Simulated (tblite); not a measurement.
Species: C3H9F2Si2 (doublet state).
Geometry (GFN2-xTB, Å), atoms numbered from 1 in this order:
```xyz
16
C3H9F2Si2 angstrom
C     -1.1120   -1.9743    0.3506
C     -0.8997   -1.0684   -0.8049
Si     0.2312    0.3755   -0.8380
Si    -0.4463    2.3346    0.2555
C      1.8376   -0.1560    0.1294
F      2.7923    0.8131    0.0116
F      1.5890   -0.2600    1.4701
H     -1.0499   -3.0169    0.0277
H     -0.3827   -1.8092    1.1379
H     -2.1137   -1.8445    0.7708
H     -1.6312   -1.1748   -1.5949
H      0.7259    0.5819   -2.2085
H      0.6838    3.1709    0.6607
H     -1.2977    3.1147   -0.6496
H     -1.2385    2.0225    1.4491
H      2.3042   -1.1002   -0.1791
```

Computed geometry: GFN2-xTB, gas phase. This method treats the open shell by occupation alone, without spin polarisation.

Masses are those of the commonest isotopes; rigid-rotor values at the optimised geometry. The values belong to one conformer with, in the numbering `[CH3:1][CH:2][Si@@H:3]([SiH3:4])[CH:5]([F:6])[F:7]`, C1–C2–Si3–Si4 -76°, C2–Si3–C5–F6 173°.

Question: What are A, B and C (MHz)?

Answer: Ia = 312.29, Ib = 354.87, Ic = 515.52 u·Å²; 505379 MHz·u·Å²/I gives A = 1618, B = 1424, C = 980.3 MHz.

Question: What kind of rotor is it?

Answer: An asymmetric top; Ray's κ = 0.391.

Question: Is it planar, by Δ = Ic − Ia − Ib?

Answer: Not planar: Δ = Ic − Ia − Ib = -151.65 u·Å². For a rigid frame Δ = −2 Σ m c², so Σ m c² = 75.82 u·Å² lies off the ab plane: 13.54 from hydrogen and 62.28 from heavier atoms. The atom farthest from that plane is 2.25 Å away.

Question: Give the other two planar moments, Paa and Pbb, and the rms extents of the mass along the axes.

Answer: Paa = Σ m a² = (Ib + Ic − Ia)/2 = 279.05 and Pbb = Σ m b² = (Ia + Ic − Ib)/2 = 236.47 u·Å². With the mass M = 139.02 u, the rms extents √(P/M) along a, b and c are 1.42, 1.30, 0.74 Å.

Question: List the rotational levels J(Ka,Kc) to J = 5 (MHz).

Answer: Above 0(0,0):
J = 1: 1(0,1) 2404, 1(1,1) 2599, 1(1,0) 3042
J = 2: 2(0,2) 6913, 2(1,2) 6964, 2(1,1) 8295, 2(2,1) 8878, 2(2,0) 9178
J = 3: 3(0,3) 13349, 3(1,3) 13358, 3(1,2) 15855, 3(2,2) 16091, 3(2,1) 17168, 3(3,1) 18325, 3(3,0) 18490
J = 4: 4(0,4) 21729, 4(1,4) 21730, 4(1,3) 25388, 4(2,3) 25446, 4(2,2) 27686, 4(3,2) 28301, 4(3,1) 29081, 4(4,1) 30964, 4(4,0) 31041
J = 5: 5(0,5) 32065, 5(1,5) 32065, 5(1,4) 36818, 5(2,4) 36829, 5(2,3) 40340, 5(3,3) 40554, 5(3,2) 42426, 5(4,2) 43626, 5(4,1) 44117, 5(5,1) 46815, 5(5,0) 46846
The levels of one J sum to (2J + 1)J(J + 1)(A + B + C)/3.

For this open shell read J as N, the rotation without spin; fine and hyperfine splittings come on top. Its GFN2-xTB frequencies are all real (lowest 25 cm⁻¹). These are rigid-rotor constants of the computed structure; measured ground-state constants (B0) also hold zero-point vibration.
